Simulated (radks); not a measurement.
The numbers below are computed, except where a source is named.
Coulomb parameter of the 3d shell of the titanium ion Ti2+ in the model configuration [Ar] 3d1 4s1, as a second difference U = [E(n + 0.5) + E(n - 0.5) - 2 E(n)] / (0.5)^2 with all orbitals relaxed. "Bare": the charge of the atom changes with n. "Screened": the 4s shell takes up the change at fixed total charge, which measures U(3d,3d) + U(4s,4s) - 2 U(3d,4s). Level of theory: scalar-relativistic Kohn-Sham, r2SCAN, spin-unpolarised, spherical densities, finite nucleus; meta-GGA in the generalised Kohn-Sham scheme; Fermi nuclear charge, rms radius 3.5921 fm (a radial shooting solver on a logarithmic mesh with Libxc functionals).

case,configuration,E - E(n) (eV)
start,[Ar] 3d1 4s1,0.000
bare +0.5,[Ar] 3d1.5 4s1,-10.436
bare -0.5,[Ar] 3d0.5 4s1,14.146
screened +0.5,[Ar] 3d1.5 4s0.5,-2.491
screened -0.5,[Ar] 3d0.5 4s1.5,3.232

U(bare) = 14.840 eV, U(screened by 4s) = 2.962 eV, against the Slater integral F0(3d,3d) = 19.097 eV with frozen orbitals.
